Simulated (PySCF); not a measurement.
Compound: C4H8Si2.
SMILES with atom numbers: `[SiH3:1][C:2]1=[CH:3][CH:4]=[CH:5][SiH2:6]1` (hydrogens: H7, H8, H9 on Si1; H10 on C3; H11 on C4; H12 on C5; H13, H14 on Si6)

A GFN2-xTB structure was refined with PBE0-D3(BJ)/def2-SVP geometry optimisation, gas phase in PySCF. Its GFN2-xTB values:

```csv
coordinate,GFN2-xTB
Si1–C2,1.872 Å
Si1–H7,1.467 Å
C2=C3,1.346 Å
C2–Si6,1.900 Å
C3–C4,1.453 Å
C3–H10,1.082 Å
C4=C5,1.339 Å
C4–H11,1.082 Å
C5–Si6,1.884 Å
C5–H12,1.077 Å
Si6–H13,1.463 Å
Si1–C2–C3,124.1°
Si1–C2–Si6,128.4°
C2–C3–C4,117.6°
C2–Si6–C5,89.7°
C3–C2–Si6,107.5°
C3–C4–C5,116.2°
C4–C5–Si6,109.0°
```

**Question.** How do these coordinates change at the PBE0-D3(BJ)/def2-SVP level?

**Answer.** 
```json
{"coordinate": "Si6–H13", "PBE0-D3(BJ)/def2-SVP (Å or °)": "1.495", "change": "+0.032"}
{"coordinate": "Si1–H7", "PBE0-D3(BJ)/def2-SVP (Å or °)": "1.497", "change": "+0.030"}
{"coordinate": "C3–C4", "PBE0-D3(BJ)/def2-SVP (Å or °)": "1.479", "change": "+0.026"}
{"coordinate": "C2–Si6", "PBE0-D3(BJ)/def2-SVP (Å or °)": "1.881", "change": "-0.019"}
{"coordinate": "C3–H10", "PBE0-D3(BJ)/def2-SVP (Å or °)": "1.098", "change": "+0.016"}
{"coordinate": "C5–H12", "PBE0-D3(BJ)/def2-SVP (Å or °)": "1.092", "change": "+0.015"}
{"coordinate": "Si1–C2", "PBE0-D3(BJ)/def2-SVP (Å or °)": "1.858", "change": "-0.014"}
{"coordinate": "C4–H11", "PBE0-D3(BJ)/def2-SVP (Å or °)": "1.096", "change": "+0.014"}
{"coordinate": "C2=C3", "PBE0-D3(BJ)/def2-SVP (Å or °)": "1.358", "change": "+0.012"}
{"coordinate": "C4=C5", "PBE0-D3(BJ)/def2-SVP (Å or °)": "1.350", "change": "+0.011"}
{"coordinate": "C5–Si6", "PBE0-D3(BJ)/def2-SVP (Å or °)": "1.874", "change": "-0.010"}
{"coordinate": "C2–Si6–C5", "PBE0-D3(BJ)/def2-SVP (Å or °)": "93.4", "change": "+3.7"}
{"coordinate": "C4–C5–Si6", "PBE0-D3(BJ)/def2-SVP (Å or °)": "106.4", "change": "-2.6"}
{"coordinate": "Si1–C2–Si6", "PBE0-D3(BJ)/def2-SVP (Å or °)": "131.0", "change": "+2.6"}
{"coordinate": "C3–C2–Si6", "PBE0-D3(BJ)/def2-SVP (Å or °)": "105.0", "change": "-2.5"}
{"coordinate": "C2–C3–C4", "PBE0-D3(BJ)/def2-SVP (Å or °)": "118.4", "change": "+0.8"}
{"coordinate": "C3–C4–C5", "PBE0-D3(BJ)/def2-SVP (Å or °)": "116.8", "change": "+0.6"}
{"coordinate": "Si1–C2–C3", "PBE0-D3(BJ)/def2-SVP (Å or °)": "124.0", "change": "-0.1"}
```

The energy falls by 0.119 eV over 6 energy and gradient evaluations, the largest force component goes from 0.0255 to 2.8e-04 Eh/bohr, and the atoms move by 0.039 Å rms after alignment. Among the bonds, Si6–H13 and Si6–H14 change most and about equally (+0.032 Å). Bonds longer at the end by more than 0.005 Å: 11 of 14; shorter: 3. Rotational constants go from 4549, 1619, 1228 to 4681, 1586, 1218 MHz.

The run used 132 basis functions and 40 SCF cycles in all. Time: 33 s of wall time; peak memory 0.73 GiB. Hardware: an Arm Neoverse V2 with one thread, shared host with 96 logical CPUs at a one-minute load of 34.

Not checked by PBE0-D3(BJ)/def2-SVP frequencies.
